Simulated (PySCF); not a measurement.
## `InChI=1S/C6H11F/c1-5(2)6(7)3-4-6/h5H,3-4H2,1-2H3`

Geometry:
```json
{"atom": "C1", "x (Å)": "-1.130", "y (Å)": "1.494", "z (Å)": "-0.328"}
{"atom": "C2", "x (Å)": "-0.571", "y (Å)": "0.075", "z (Å)": "-0.425"}
{"atom": "C3", "x (Å)": "-1.640", "y (Å)": "-0.960", "z (Å)": "-0.071"}
{"atom": "C4", "x (Å)": "0.626", "y (Å)": "-0.078", "z (Å)": "0.491"}
{"atom": "F5", "x (Å)": "0.293", "y (Å)": "0.129", "z (Å)": "1.811"}
{"atom": "C6", "x (Å)": "1.692", "y (Å)": "-1.098", "z (Å)": "0.253"}
{"atom": "C7", "x (Å)": "1.997", "y (Å)": "0.370", "z (Å)": "0.100"}
{"atom": "H8", "x (Å)": "-1.468", "y (Å)": "1.692", "z (Å)": "0.687"}
{"atom": "H9", "x (Å)": "-1.972", "y (Å)": "1.616", "z (Å)": "-1.004"}
{"atom": "H10", "x (Å)": "-0.366", "y (Å)": "2.224", "z (Å)": "-0.586"}
{"atom": "H11", "x (Å)": "-0.221", "y (Å)": "-0.105", "z (Å)": "-1.447"}
{"atom": "H12", "x (Å)": "-1.235", "y (Å)": "-1.967", "z (Å)": "-0.146"}
{"atom": "H13", "x (Å)": "-1.987", "y (Å)": "-0.802", "z (Å)": "0.947"}
{"atom": "H14", "x (Å)": "-2.488", "y (Å)": "-0.873", "z (Å)": "-0.745"}
{"atom": "H15", "x (Å)": "2.097", "y (Å)": "-1.606", "z (Å)": "1.115"}
{"atom": "H16", "x (Å)": "1.621", "y (Å)": "-1.711", "z (Å)": "-0.631"}
{"atom": "H17", "x (Å)": "2.137", "y (Å)": "0.771", "z (Å)": "-0.892"}
{"atom": "H18", "x (Å)": "2.606", "y (Å)": "0.837", "z (Å)": "0.858"}
```

Computed, not measured: GIAO KT3/pcSseg-1 magnetisability, rotational g tensor and spin-rotation constants, non-relativistic, gas phase (PySCF 2.14.0). Geometry: GFN2-xTB.

Question: How diamagnetic is it, and how anisotropic?

Answer: Isotropic -1284 × 10⁻³⁰ J/T², or -77.3 × 10⁻⁶ cm³/mol; principal values -1389, -1248, -1216 × 10⁻³⁰ J/T², anisotropy 160 × 10⁻³⁰ J/T² (root of half the summed squared differences of the principal values). The susceptibility is in cgs units.

Question: Split it along the inertial axes a, b, c into diamagnetic and paramagnetic parts about the centre of mass, with the quadrupole moment.

Answer: 
```
axis  χ (10⁻⁶ cm³/mol)  diamagnetic (10⁻⁶ cm³/mol)  paramagnetic (10⁻⁶ cm³/mol)  summed x² of all electrons (Å²)  quadrupole Θ (D Å)
   a             -73.7                      -426.9                        353.2                            120.0               +1.41
   b             -75.1                      -693.3                        618.1                             57.2               +0.01
   c             -83.2                      -751.4                        668.3                             43.5               -1.42
```
Anisotropies 2χaa − χbb − χcc = +10.9 and 2χbb − χaa − χcc = +6.6 × 10⁻⁶ cm³/mol. Θ is traceless in Buckingham's convention.

Question: And the rotational g tensor?

Answer: 
| axis | rotational constant (GHz) | g | nuclear part | electronic part |
| --- | --- | --- | --- | --- |
| a | 3.7585 | -0.0079 | 0.6157 | -0.6236 |
| b | 2.0641 | -0.0021 | 0.5972 | -0.5994 |
| c | 1.9547 | +0.0061 | 0.6198 | -0.6137 |

Asymmetric top; isotopes 12C, 19F, 1H; no vibrational averaging.
